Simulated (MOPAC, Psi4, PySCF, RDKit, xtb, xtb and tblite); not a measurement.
Two geometries of SMILES CCCCBr, relaxed at GFN2-xTB with one dihedral held; other torsions can differ between them too.

Structure A

```
14

C     -1.9163     0.1483     0.4738
C     -0.5802    -0.5027     0.1351
C      0.4989     0.5354    -0.2190
C      1.7015     0.4836     0.7046
Br     1.2099     0.9368     2.5437
H     -1.8099     0.8119     1.3290
H     -2.6547    -0.6106     0.7213
H     -2.2873     0.7251    -0.3710
H     -0.7184    -1.1924    -0.6996
H     -0.2541    -1.0952     0.9925
H      0.8664     0.3715    -1.2355
H      0.0680     1.5385    -0.1861
H      2.4641     1.2055     0.4140
H      2.1366    -0.5144     0.7470
```

Structure B

```
14

C     -2.1538     1.7643     1.3107
C     -1.5107     0.4538     0.8652
C     -0.5466     0.5445    -0.3413
C     -0.3775     1.9405    -0.9147
Br     0.8668     1.8976    -2.4259
H     -2.7578     2.2017     0.5199
H     -2.8058     1.5705     2.1595
H     -1.4069     2.4895     1.6234
H     -0.9683     0.0377     1.7159
H     -2.3097    -0.2489     0.6225
H     -0.9041    -0.1105    -1.1391
H      0.4383     0.1766    -0.0446
H     -1.3075     2.3430    -1.3111
H      0.0549     2.6351    -0.1974
```

Q: Which is lower in energy at the level wB97X-D/def2-TZVP // GFN2-xTB (Psi4), and by how much?

A: A is lower, by 10.53 kJ/mol (dihedral C1–C2–C3–C4: 120° in A, 0° in B).

E(B) − E(A) in kJ/mol at the other levels, on the same two geometries: GFN2-xTB (xtb and tblite) 10.48; MMFF94 // GFN2-xTB (RDKit) 2.89; B3LYP/def2-TZVP // GFN2-xTB (Psi4) 9.96; B3LYP-D3(BJ)/def2-TZVP // GFN2-xTB (Psi4) 11.95; PBE/def2-TZVP // GFN2-xTB (Psi4) 10.76; PBE-D3(BJ)/def2-TZVP // GFN2-xTB (Psi4) 11.70; UFF // GFN2-xTB (RDKit) 12.66; AM1, restricted, heats of formation // GFN2-xTB (MOPAC) 6.86; PM6, restricted, heats of formation // GFN2-xTB (MOPAC) 5.86; GFN1-xTB // GFN2-xTB (xtb) 7.58; restricted B3LYP/6-31G*, spherical d, density fitting // GFN2-xTB (PySCF) 8.80; restricted MP2 (frozen core)/6-31G*, spherical d // GFN2-xTB (PySCF) 11.84; restricted BP86/6-31G*, spherical d, density fitting // GFN2-xTB (PySCF) 9.05; restricted MP2 (frozen core)/3-21G // GFN2-xTB (PySCF) 7.99.
